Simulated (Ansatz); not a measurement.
Z-matrix (Å, degrees):
```
C
N 1 1.3669
C 2 1.3238 1 117.87
H 3 1.1059 2 116.50 1 179.99
C 3 1.4246 4 119.30 2 179.98
C 5 1.3851 3 118.71 4 -179.99
H 5 1.1002 6 121.35 3 -180.00
H 6 1.1017 5 121.31 7 0.00
C 6 1.4232 8 119.50 5 180.00
C 9 1.4252 6 123.56 8 0.00
C 10 1.3852 9 120.54 6 179.99
H 10 1.1018 11 120.55 9 179.99
H 11 1.1021 10 119.09 12 -0.01
C 1 1.4267 2 118.53 3 179.99
C 14 1.3941 1 121.58 2 -180.00
H 14 1.1009 15 122.02 11 -179.99
Si 15 1.8886 14 120.78 16 0.00
H 17 1.5029 15 109.34 14 -0.10
H 17 1.5062 18 109.39 16 121.31
H 17 1.5063 18 109.38 19 117.51
```
Charge 0, multiplicity 1.

Computed with frozen-core CCSD(T)/cc-pVDZ // PBE-D3(BJ)/def2-SVP (Ansatz, an electronic-structure program). The restricted HF reference is unstable towards unrestricted orbitals.

The HF energy is -689.46562 Ha and the MP2 correlation energy is -1.42922 Ha.

Q: Estimate the CCSD correlation energy, the (T) correction, the total energy and the T1 diagnostic.

A: 
CCSD correlation energy: -1.48938 Ha
(T) correction: -0.07023 Ha
CCSD(T) total energy: -691.02523 Ha
T1 diagnostic: 0.012
